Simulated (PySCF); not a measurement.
Excitation energy of Ca by level of theory

Ca [Ar] 4s2 (1S) → Ca [Ar] 4s1 4p1 (3P), as a difference of total energies. Calculation: PySCF 2.14, in aug-cc-pwCVTZ-X2C with one added diffuse shell each of s, p, d, f type (10s9p7d4f, 100 functions); scalar relativity by spin-free X2C-1e. Correlated levels: valence: [Ar] frozen. The calculations carry no spin-orbit coupling.

```json
{"method": "UHF", "excitation energy (eV)": "1.026", "error (eV)": "-0.866"}
{"method": "MP2 (valence)", "excitation energy (eV)": "1.533", "error (eV)": "-0.359"}
{"method": "SCS-MP2 (valence)", "excitation energy (eV)": "1.677", "error (eV)": "-0.215"}
{"method": "CCSD (valence)", "excitation energy (eV)": "1.699", "error (eV)": "-0.193"}
```

Reference: 1.892 eV (measured; NIST levels, between the centres of gravity of the two terms).

Errors of the correlated levels include the incompleteness of this basis and the frozen core.

With two correlated electrons CCSD is exact in that space.
